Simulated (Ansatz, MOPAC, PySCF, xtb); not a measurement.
Noncovalent pair: HCl (SMILES Cl) (first 2 atoms) with H4OSi (SMILES O[SiH3]); geometry from B3LYP-D3(BJ)/def2-TZVP.
(charge 0, multiplicity 1):
```xyz
8

Cl    -0.82229     0.45500    -0.43239
H     -0.72558    -0.38574     0.53625
O      0.32387    -0.26903     4.84791
Si     0.08864     0.24966     3.30011
H      1.06097    -0.85502     5.03494
H      1.30628     0.87079     2.72946
H     -1.02357     1.21453     3.34971
H     -0.28978    -0.88538     2.40997
```

Counterpoise-corrected where a basis set is named; no monomer relaxation.

The state reached by PM6, PM7 isn't checked; PM7 holds dispersion and hydrogen-bond terms.

The values were computed with Ansatz (an electronic-structure program); MOPAC for PM6, PM7 (differences of heats of formation); PySCF for the dispersion terms; xtb for the GFN methods. 

### Question
One of these levels gives -1.90 kcal/mol for the interaction energy. Which?
(A) GFN1-xTB
(B) PBE-D4/def2-TZVPPD
(C) PM7
(D) PM6

### Answer
B, PBE-D4/def2-TZVPPD. The others give -0.71 (PM6), 0.92 (PM7), -1.09 (GFN1-xTB)
